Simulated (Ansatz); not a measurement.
Geometry optimisation, RKS B3LYP-D4/6-31G (Ansatz 0.2.0).

The input (input.yaml):

```yaml
crystal:
  periodic: [false, false, false]
  atoms:
    - { symbol: B, position_ang: [-0.73941, 1.52042, -0.26266] }
    - { symbol: Si, position_ang: [0.43082, 0.2038, 0.47204] }
    - { symbol: C, position_ang: [0.49158, -1.5212, 0.02213] }
    - { symbol: Cl, position_ang: [-0.55691, -2.19754, -1.17913] }
    - { symbol: H, position_ang: [-1.51598, 1.23513, -1.09152] }
    - { symbol: H, position_ang: [-0.71392, 2.63854, 0.09178] }
    - { symbol: H, position_ang: [1.45446, 0.39073, 1.5108] }
    - { symbol: H, position_ang: [1.14936, -2.26987, 0.43656] }
basis:
  gaussian: { orbitals: "6-31G" }
hamiltonian:
  xc: b3lyp
  dispersion: d4
relax:
  f_tol: 0.02
  max_steps: 40
```

Command:

```bash
$ ansatz run input.yaml --threads 1 --pin off --max-ram 2048MiB --backend cpu --events-out ev --progress --plain --runs-dir out
```

Where does it end, and by what steps?

The forces met the threshold. The force dipped under the threshold on the way, but the program's further checks kept it going. Limits of this set-up: no polarisation functions. After 9 steps the energy has fallen by 0.144 eV; H7 moved furthest, 0.09 Å.

| step | energy less start (eV) | largest force component (eV/Å) | accepted |
| --- | --- | --- | --- |
| 0 | 0.0000 | 1.304 | yes |
| 1 | -0.1152 | 0.687 | yes |
| 2 | -0.0628 | 1.157 | no |
| 3 | -0.1273 | 0.360 | yes |
| 4 | -0.1395 | 0.109 | yes |
| 5 | -0.1400 | 0.106 | yes |
| 6 | -0.1420 | 0.122 | yes |
| 7 | -0.1444 | 0.012 | yes |
| 8 | -0.1442 | 0.039 | no |
| 9 | -0.1445 | 0.010 | yes |

```xyz
8
Properties=species:S:1:pos:R:3
B -0.749 1.523 -0.271
Si 0.476 0.189 0.509
C 0.484 -1.506 0.019
Cl -0.610 -2.215 -1.238
H -1.523 1.181 -1.108
H -0.718 2.657 0.090
H 1.501 0.440 1.570
H 1.138 -2.269 0.428
```

The run took 23 s on 1 thread of Arm Neoverse V2 (shared host), peak memory 0.15 GiB.
